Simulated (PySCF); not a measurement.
Species: C5H9NOSi.
Atom-mapped SMILES: `[CH3:1][C:2](=[O:3])[SiH2:4][N:5]1[CH:6]=[CH:7][CH2:8]1`

Geometry (GFN2-xTB, Å), atoms numbered from 1 in this order:
```
atom  x, y, z in Å
C1    -3.0675   -0.1459   -0.3130
C2    -1.5877   -0.3326   -0.5181
O3    -1.1306   -0.6857   -1.5814
Si4   -0.4739    0.0140    1.0109
N5     1.1278    0.0006    0.4290
C6     2.4006    0.0251    0.9975
C7     3.0643    0.1999   -0.1524
C8     1.7548    0.2101   -0.8906
H9    -3.6351   -0.5154   -1.1644
H10   -3.3769   -0.6543    0.5966
H11   -3.2621    0.9172   -0.1839
H12   -0.9119    1.2940    1.5955
H13   -0.6490   -1.0594    1.9945
H14    2.6259   -0.0859    2.0411
H15    4.0834    0.2886   -0.4597
H16    1.4676    1.1527   -1.3544
H17    1.5633   -0.6111   -1.5780
```

NICS = −σ at a ghost point: NICS(0) at the centroid of the ring atoms, NICS(1) 1 Å to either side along the normal of their mean plane, zz for the tensor component along that normal. Level: GIAO PBE0/pcSseg-1 (PySCF, non-relativistic, gas phase) on the GFN2-xTB geometry, one conformer.

Ring bond lengths (Å), with Mayer bond orders in brackets: N5–C6 1.394 (0.99), C6–C7 1.339 (1.68), C7–C8 1.503 (1.04), C8–N5 1.476 (0.89).

Problem. What do the NICS probes read (ppm)?

Solution. 
| ring | type | NICS(0) | NICS(1), two faces | NICS(1)zz, two faces | rms pucker (Å) | centre to ring atoms, mean (Å) |
| --- | --- | --- | --- | --- | --- | --- |
| N5–C6–C7–C8 | 4-membered ring with N; formal bonds 1 double, 3 single | -2.7 | -1.8 / -1.8 | -2.2 / -2.7 | 0.00 | 1.01 |

Problem. What can be read from them?

Solution. 
- N5–C6–C7–C8: mean NICS(1)zz -2.4 ppm, near zero. C8 has four or more neighbours; no verdict on aromaticity is drawn.

Problem. How shielded are the nuclei of the rings and their hydrogens (means over atoms taken as equivalent)?

Solution. 
| atoms | environment | σ isotropic (ppm) | principal values of the symmetric part, first atom (ppm) |
| --- | --- | --- | --- |
| N5 | silicon-bound nitrogen | 187.1 | 130.6, 208.9, 221.8 |
| C6 | vinylic carbon bearing nitrogen | 39.2 | -50.9, 49.2, 119.3 |
| C7 | alkene CH carbon | 70.5 | -15.1, 73.0, 153.7 |
| C8 | sp3 carbon bound to nitrogen | 126.8 | 112.8, 118.1, 149.6 |
| H14 | vinylic hydrogen | 25.23 | 23.4, 24.8, 27.4 |
| H15 | vinylic hydrogen | 26.09 | 24.5, 25.8, 27.9 |
| H16 (×2) | methylene hydrogen | 27.08 | 24.9, 26.7, 31.0 |
